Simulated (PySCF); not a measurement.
C8H5N5, SMILES C1=CC2=NC=NC3=NC=CC(=N1)N23. The structure is a stationary point at B3LYP-D3(BJ)/def2-SVP.

The numbers are results of B3LYP-D3(BJ)/def2-SVP (PySCF), not measurements.

Harmonic wavenumbers (cm⁻¹): 119, 141, 226, 244, 455, 461, 488, 492, 495, 509, 519, 599, 668, 724, 749, 816, 837, 841, 846, 871, 881, 1010, 1011, 1018, 1068, 1076, 1101, 1125, 1145, 1186, 1256, 1280, 1298, 1331, 1360, 1433, 1437, 1528, 1561, 1621, 1625, 1691, 1691, 3154, 3163, 3164, 3244, 3244. Rotational constants (GHz): 1.200, 1.169, 0.5920; symmetry number 1.

**Question.** Work out the zero-point energy and the ideal-gas rigid-rotor harmonic-oscillator thermochemistry at 298.15 K and 1 atm.

**Answer.** ZPE = ½ Σ hcν = ½ × 56800 cm⁻¹ = 81.20 kcal/mol. H − E(el) = 86.85 kcal/mol. Entropy in cal/(mol K): translation 41.32, rotation 30.34, vibration 17.62, total 89.28. G − E(el) = 60.23 kcal/mol. Cp = 35.11 cal/(mol K). Modes under 150 cm⁻¹ make the vibrational entropy uncertain.
